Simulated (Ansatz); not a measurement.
Geometry optimisation, DFT LDA, scalar-relativistic, plane waves, PAW (Ansatz).

Input:

```yaml
crystal:
  lattice:
    - [7.293633, 0.0, 0.0]
    - [0.0, 7.293633, 0.0]
    - [0.0, 0.0, 7.293633]
  atoms:
    - { symbol: C, position: [0.865017, 0.5866459, 0.3836167] }
    - { symbol: C, position: [0.7940801, 0.6055748, 0.1897587] }
    - { symbol: O, position: [0.6035027, 0.6479845, 0.2020896] }
    - { symbol: H, position: [0.5567297, 0.6604061, 0.0780196] }
    - { symbol: H, position: [0.8689758, 0.7145961, 0.1175022] }
    - { symbol: H, position: [0.8159211, 0.4772758, 0.1137434] }
    - { symbol: H, position: [1.0113087, 0.5539432, 0.3835028] }
    - { symbol: H, position: [0.8442394, 0.7145774, 0.4585021] }
    - { symbol: H, position: [0.7912476, 0.4775385, 0.4547477] }
    - { symbol: C, position: [0.3030437, 0.6792, 0.8184237] }
    - { symbol: C, position: [0.1691156, 0.567583, 0.7062801] }
    - { symbol: O, position: [0.2746383, 0.4511483, 0.5897541] }
    - { symbol: H, position: [0.1896065, 0.3788434, 0.5171114] }
    - { symbol: H, position: [0.0801992, 0.4866107, 0.797128] }
    - { symbol: H, position: [0.08052, 0.6587968, 0.6253674] }
    - { symbol: H, position: [0.2302041, 0.7717955, 0.9111125] }
    - { symbol: H, position: [0.3901108, 0.5883937, 0.8995378] }
    - { symbol: H, position: [0.3904313, 0.7603755, 0.7279808] }
    - { symbol: C, position: [0.7232546, 0.0840585, 0.2672692] }
    - { symbol: C, position: [0.5340953, 0.1684014, 0.2760056] }
    - { symbol: O, position: [0.405325, 0.0241249, 0.2464605] }
    - { symbol: H, position: [0.2832712, 0.0771271, 0.2518477] }
    - { symbol: H, position: [0.5123806, 0.233348, 0.4102681] }
    - { symbol: H, position: [0.5201082, 0.2754769, 0.1708619] }
    - { symbol: H, position: [0.8287568, 0.1883032, 0.2890189] }
    - { symbol: H, position: [0.7372339, -0.021428, 0.3725458] }
    - { symbol: H, position: [0.7449523, 0.0206509, 0.1334236] }
    - { symbol: C, position: [0.813713, 0.0299436, 0.7170012] }
    - { symbol: C, position: [0.651803, 0.1590424, 0.7264849] }
    - { symbol: O, position: [0.4902715, 0.0487114, 0.7287323] }
    - { symbol: H, position: [0.385439, 0.1306164, 0.734822] }
    - { symbol: H, position: [0.6605734, 0.2442664, 0.8504847] }
    - { symbol: H, position: [0.6521869, 0.2515959, 0.6075324] }
    - { symbol: H, position: [0.9425048, 0.1066174, 0.7148686] }
    - { symbol: H, position: [0.8137101, -0.0610655, 0.8358428] }
    - { symbol: H, position: [0.8053335, -0.0537447, 0.5931787] }
basis:
  ecutwfc: 420.0
kpoints:
  mp_grid: { grid: [1, 1, 1] }
hamiltonian:
  xc: lda
scf:
  occupations: { method: fermi_dirac, width: 0.05 }
  lower_state_search: "off"
relax:
  f_tol: 0.3
  max_steps: 15
  adjacent_minimum: "off"
```

Command:

```bash
$ ansatz run input.yaml --threads 1 --pin off --max-ram 3072MiB --backend cpu --events-out ev --progress --plain --runs-dir out
```

**Question.** Where does it end, and by what steps?

**Answer.** The forces met the threshold. The threshold is loose, so the end isn't yet a minimum. The force dipped under the threshold on the way, but the program's further checks kept it going. Limits of this set-up: coarse k mesh. After 8 steps the energy has fallen by 1.070 eV; H22 moved furthest, 1.13 Å.

| step | energy less start (eV) | largest force component (eV/Å) | accepted |
| --- | --- | --- | --- |
| 0 | 0.0000 | 1.005 | yes |
| 1 | -0.3243 | 0.511 | yes |
| 2 | -0.4970 | 0.837 | yes |
| 3 | -0.6464 | 0.670 | yes |
| 4 | -0.7744 | 0.343 | yes |
| 5 | -0.8605 | 0.250 | yes |
| 6 | -0.9322 | 0.292 | yes |
| 7 | -1.0024 | 0.248 | yes |
| 8 | -1.0705 | 0.184 | yes |

```xyz
36
Lattice="7.2936 0.0000 0.0000 0.0000 7.2936 0.0000 0.0000 0.0000 7.2936" Properties=species:S:1:pos:R:3
C 6.351 4.087 2.548
C 5.628 4.515 1.299
O 4.283 4.770 1.613
H 3.944 5.545 1.107
H 6.115 5.418 0.877
H 5.705 3.714 0.526
H 7.409 3.857 2.333
H 6.311 4.887 3.306
H 5.867 3.193 2.981
C 2.427 4.555 6.238
C 1.262 3.947 5.520
O 1.704 2.799 4.809
H 1.038 2.549 4.145
H 0.461 3.661 6.236
H 0.822 4.674 4.810
H 2.100 5.423 6.836
H 2.898 3.834 6.929
H 3.184 4.919 5.524
C 5.160 0.592 1.830
C 3.781 1.146 1.662
O 3.109 0.248 0.784
H 2.173 0.506 0.715
H 3.297 1.193 2.664
H 3.808 2.180 1.244
H 5.783 1.261 2.444
H 5.088 -0.389 2.331
H 5.636 0.460 0.842
C 5.952 0.415 5.383
C 4.869 1.448 5.505
O 3.711 0.976 4.879
H 2.999 1.658 4.976
H 4.677 1.666 6.587
H 5.212 2.407 5.043
H 6.908 0.784 5.793
H 5.666 -0.508 5.920
H 6.107 0.147 4.323
```

The run took 14 s on 1 thread of AMD EPYC 7R43 64-Core Processor (Zen 3), with other jobs on the host, peak memory 0.44 GiB.
